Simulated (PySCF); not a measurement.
## MP2, SCS-MP2 and SOS-MP2 from spin components

System: AlCl (SMILES [Al][Cl]), singlet, geometry from GFN2-xTB (such geometries of metal compounds can be far from the true shape). Level: MP2/cc-pVDZ (PySCF). Sums are taken with unrounded values, so a last digit can differ.

PySCF was given this input:
```python
from pyscf import gto, scf, mp

mol = gto.Mole()
mol.atom = '''
    Al   -0.000000   -0.000000   -1.154140
    Cl    0.000000    0.000000    0.882577
'''
mol.basis = 'cc-pvdz'
mol.charge = 0
mol.spin = 0
mol.verbose = 4
mol.build()

mf = scf.RHF(mol)
mf.kernel()

pt = mp.MP2(mf)
pt.kernel()
print('E(MP2) = %.10f' % pt.e_tot)
```

It gave an SCF energy of -701.479357 Eh, a same-spin correlation energy of -0.047532 Eh and an opposite-spin one of -0.142269 Eh.

**Question.** Work out the MP2, SCS-MP2 (6/5 and 1/3) and SOS-MP2 (1.3 and 0) correlation and total energies.

**Answer.** MP2: -0.142269 + (-0.047532) = -0.189801 Eh, total -701.669159 Eh, as the program printed. SCS-MP2: 1.2 × (-0.142269) + (-0.047532)/3 = -0.186567 Eh, total -701.665924 Eh. SOS-MP2: 1.3 × (-0.142269) = -0.184950 Eh, total -701.664307 Eh. Opposite spins carry 75 % of the MP2 correlation; same-spin pairs are already kept apart by exchange.
